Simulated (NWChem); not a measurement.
System meant: GaH₃O₃; SMILES [OH][Ga]([OH])[OH]

NWChem input:

```
start job
memory heap 200 mb stack 900 mb global 1100 mb
geometry units angstroms noautoz
  Ga     0.000000     0.000000     0.000000
  O     -1.236211    -1.272424     0.000000
  H     -2.134638    -0.925705     0.000000
  O     -0.483846     1.706802     0.000000
  H      0.265635     2.311503     0.000000
  O      1.720057    -0.434378     0.000000
  H      1.869002    -1.385798     0.000000
end
basis spherical
  * library def2-svp
end
dft
  xc pbe0
  iterations 4
  mulliken
end
task dft energy
```

End of the output:

```
    Atom       Charge   Shell Charges
 -----------   ------   -------------------------------------------------------
    1 Ga  31    30.72   2.00  2.00  1.93  0.57  0.18  5.99  5.84  1.01  0.51  7.81  2.05  0.84
    2 O    8     8.19   1.97  0.88  0.60  2.68  2.05  0.01
    3 H    1     0.90   0.55  0.16  0.19
    4 O    8     8.19   1.97  0.88  0.60  2.68  2.05  0.01
    5 H    1     0.90   0.55  0.16  0.19
    6 O    8     8.19   1.97  0.88  0.60  2.68  2.05  0.01
    7 H    1     0.90   0.55  0.16  0.19

 center of mass
 --------------
 x =  -0.00000000 y =   0.00000000 z =   0.00000000

 moments of inertia (a.u.)
 ------------------
         298.878978401301           0.000000000000           0.000000000000
           0.000000000000         298.878978401301           0.000000000000
           0.000000000000           0.000000000000         597.757956802602

     Multipole analysis of the density
     ---------------------------------

     L   x y z        total         alpha         beta         nuclear
     -   - - -        -----         -----         ----         -------
     0   0 0 0     -0.000000    -29.000000    -29.000000     58.000000

     1   1 0 0     -0.000000     -0.000000     -0.000000      0.000000
     1   0 1 0      0.000000      0.000000      0.000000     -0.000000
     1   0 0 1      0.000000      0.000000      0.000000      0.000000

     2   2 0 0    -23.900487    -93.884340    -93.884340    163.868193
     2   1 1 0     -0.000000     -0.000000     -0.000000      0.000000
     2   1 0 1      0.000000      0.000000      0.000000      0.000000
     2   0 2 0    -23.900487    -93.884340    -93.884340    163.868193
     2   0 1 1      0.000000      0.000000      0.000000      0.000000
     2   0 0 2    -23.248400    -11.624200    -11.624200      0.000000

 ------------------------------------------------------------------------
 dft energy failed                                                                                  0
 ------------------------------------------------------------------------
 ------------------------------------------------------------------------
  current input line :
    20: task dft energy
 ------------------------------------------------------------------------
 ------------------------------------------------------------------------
 This type of error is most commonly associated with calculations not reaching convergence criteria
 ------------------------------------------------------------------------
 For more information see the NWChem manual at https://nwchemgit.github.io

0:dft energy failed:Received an Error in Communication
```

Question: Find the fault in this run and fix the input.

Answer: Convergence was not reached. Cause: the SCF was allowed too few iterations. This input runs:
```
start job
memory heap 200 mb stack 900 mb global 1100 mb
geometry units angstroms noautoz
  Ga     0.000000     0.000000     0.000000
  O     -1.236211    -1.272424     0.000000
  H     -2.134638    -0.925705     0.000000
  O     -0.483846     1.706802     0.000000
  H      0.265635     2.311503     0.000000
  O      1.720057    -0.434378     0.000000
  H      1.869002    -1.385798     0.000000
end
basis spherical
  Ga library def2-svp
  O library def2-svp
  H library def2-svp
end
dft
  xc pbe0
  iterations 150
  mulliken
end
task dft energy
```
It converges to -2151.49846 Ha (PBE0/def2-SVP).
